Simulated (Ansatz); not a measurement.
A nudged elastic band was laid between two geometries of CH4AlBO (8 atoms, charge 0, multiplicity 1).

Method: RHF/STO-3G (Ansatz 0.2.0).

- movable images: 5
- climbing image: yes
- spring: 5.0 eV/Å²
- optimiser: quadratic models (default)
- start path: through a guess of the saddle point
- force threshold: 0.05 eV/Å
- iteration limit: 60
- end points: relaxed

Initial state:

```xyz
8
Properties=species:S:1:pos:R:3
O 1.631 0.589 2.059
B 0.841 0.648 1.184
C -0.177 0.675 0.041
Al -0.384 -1.024 -0.805
H 0.141 1.420 -0.680
H -1.126 1.011 0.443
H 0.425 -1.334 -1.997
H -1.351 -1.986 -0.245
```

Final state:

```xyz
8
Properties=species:S:1:pos:R:3
O 1.583 0.573 2.099
B 0.821 0.643 1.201
C -0.162 0.681 0.028
Al -0.386 -1.024 -0.802
H 0.199 1.405 -0.694
H -1.114 1.047 0.395
H -1.440 -1.928 -0.306
H 0.500 -1.396 -1.920
```

Task: Which bonds break or form, and what moves?

Result: No bond is made or broken. The dihedral B2–C3–Al4–H8 goes from 87 to -90°. The two ends are copies of one structure, up to a mirror image or an exchange of like atoms.

Task: What energy profile does the band end with?

Result: The forces met the threshold. The highest image is number 3 of 0 to 6, 0.031 eV above the ends, which have the same energy within 2 meV. A vibrational analysis at the climbing image gives one clearly imaginary mode, 73i cm⁻¹: a first-order saddle point. Limits of this set-up: minimal basis.

```tsv
image	path coordinate (Å)	energy (eV)	dihedral B2–C3–Al4–H8 (°)
0	0.00	0.000	87
1	0.82	0.007	118
2	1.65	0.023	150
3	2.47	0.031	179
4	3.27	0.024	-152
5	4.08	0.008	-121
6	4.88	0.000	-90
```

Task: What is the geometry of the highest image?

Result: 
```xyz
8
Properties=species:S:1:pos:R:3
O 2.074 0.915 1.526
B 1.047 0.783 0.960
C -0.274 0.579 0.214
Al -0.400 -1.035 -0.803
H -0.434 1.424 -0.447
H -1.088 0.608 0.930
H 0.731 -1.980 -0.846
H -1.655 -1.294 -1.534
```

Time of the run: 43 s on 1 CPU thread of a shared host.
